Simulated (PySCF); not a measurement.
Species: C3H8N2OSi.
Cartesian coordinates in Å at the PBE0-D3(BJ)/def2-SVP level; atoms count from 1:
```xyz
15
C3H8N2OSi angstrom
C     -2.6809    0.2637    0.2067
C     -1.4781   -0.6061   -0.0592
O     -1.5586   -1.7876   -0.3460
N     -0.2551   -0.0058    0.0139
Si     1.1849   -0.9559   -0.3020
C      2.5296    0.3651   -0.0459
N      2.1428    1.5352    0.2789
H     -2.8037    0.9903   -0.6116
H     -2.5622    0.8316    1.1415
H     -3.5757   -0.3662    0.2639
H     -0.1418    0.9753    0.2596
H      1.2582   -1.4797   -1.6954
H      1.3868   -2.0721    0.6644
H      3.6031    0.1139   -0.1769
H      2.9330    2.1801    0.3981
```

Level: PBE0/pcSseg-1 and CAM-B3LYP/def2-SVPD in PySCF, non-relativistic, on one gas-phase PBE0-D3(BJ)/def2-SVP geometry that isn't relaxed in the solvent. The solvent is an IEF-PCM continuum (van der Waals radii × 1.2). Specific hydrogen bonds and non-electrostatic terms are outside this model.

Gas phase at PBE0/pcSseg-1: HOMO -7.41 eV, LUMO -1.04 eV, dipole 3.80 D.

Q: What does the continuum do to the energy, the frontier levels and the dipole at PBE0/pcSseg-1 in chloroform and tetrahydrofuran?

A: 
```tsv
solvent	ε	E(solvent) − E(gas) (kJ/mol)	polarisation term (kJ/mol)	distortion of the solute (kJ/mol)	HOMO (eV)	LUMO (eV)	dipole (D)
chloroform	4.711	-25.17	-28.42	3.25	-7.49	-0.88	4.58
tetrahydrofuran	7.426	-29.03	-33.39	4.36	-7.49	-0.86	4.71
```

Polarisation term: ½ Σ q·V over the induced surface charges. Distortion: the rise of the solute's own energy as its density leaves the gas-phase optimum. From chloroform to tetrahydrofuran the lowering changes by a factor 1.15, Onsager's factor (ε − 1)/(2ε + 1) by 1.14 and ε itself by 1.6.

Q: Which radius a makes the point-dipole formula ΔE = −[(ε − 1)/(2ε + 1)]·μ²/a³ give the value in tetrahydrofuran, with the gas-phase dipole?

A: μ = 1.496 au and |ΔE| = 0.01106 Eh give a = 2.30 Å; the farthest nucleus lies 3.68 Å from the centroid of the nuclei, so such a sphere wouldn't even hold the nuclei. The formula assumes a rigid point dipole at the centre of a sphere.

Q: Give the dipole vector in the frame of the coordinates (D, pointing from negative to positive charge), gas and tetrahydrofuran.

A: Gas (2.32, 2.96, 0.56), solvent (2.85, 3.69, 0.69). Its length changes by +24 % and its direction by less than 1°.

Q: Which ESP-fitted charges (PBE0/pcSseg-1) respond most in chloroform (means over atoms taken as equivalent)?

A: 
| atoms | environment | gas (e) | solvent (e) | change |
| --- | --- | --- | --- | --- |
| O3 | amide oxygen | -0.538 | -0.596 | -0.058 |
| N7 | C=N nitrogen | -0.603 | -0.651 | -0.048 |
| C6 | C=N carbon | +0.167 | +0.191 | +0.024 |
| H15 | N–H hydrogen | +0.331 | +0.356 | +0.025 |
| C2 | amide carbonyl carbon | +0.711 | +0.727 | +0.016 |
| H14 | hydrogen on a C=N carbon | +0.046 | +0.061 | +0.015 |
| H11 | amide N–H hydrogen | +0.250 | +0.261 | +0.011 |
| H8/H9/H10 | methyl hydrogen | +0.167 | +0.173 | +0.006 |
| Si5 | SiH2 silicon | +0.330 | +0.337 | +0.007 |
| H12/H13 | Si–H hydrogen | -0.060 | -0.065 | -0.005 |
| N4 | amide nitrogen | -0.478 | -0.481 | -0.003 |
| C1 | methyl carbon next to a carbonyl | -0.597 | -0.596 | +0.001 |

Gas phase at CAM-B3LYP/def2-SVPD: HOMO -8.94 eV, LUMO 0.00 eV, dipole 3.80 D.

Q: What does the continuum do to the energy, the frontier levels and the dipole at CAM-B3LYP/def2-SVPD in chloroform?

A: 
```
   solvent      ε  E(solvent) − E(gas) (kJ/mol)  polarisation term (kJ/mol)  distortion of the solute (kJ/mol)  HOMO (eV)  LUMO (eV)  dipole (D)
chloroform  4.711                        -25.71                      -29.57                               3.86      -8.96       0.18        4.71
```

The atom shares or the degeneracy of the HOMO differ from the gas phase in chloroform, so that column needn't follow one orbital.

Q: How does the static polarisability (CAM-B3LYP/def2-SVPD, frozen core, with the continuum's full static response) change?

A: 
```
    medium  isotropic (au)  principal values (au)  ⟨r²⟩ of the electrons (bohr²)
       gas            80.9       60.0, 87.0, 95.6                         1160.0
chloroform            98.5     74.1, 107.3, 114.3                         1159.1
```

The isotropic value in chloroform is 1.22 times the gas-phase one; no cavity-field correction is applied. ⟨r²⟩ is taken about the centre of nuclear charge.
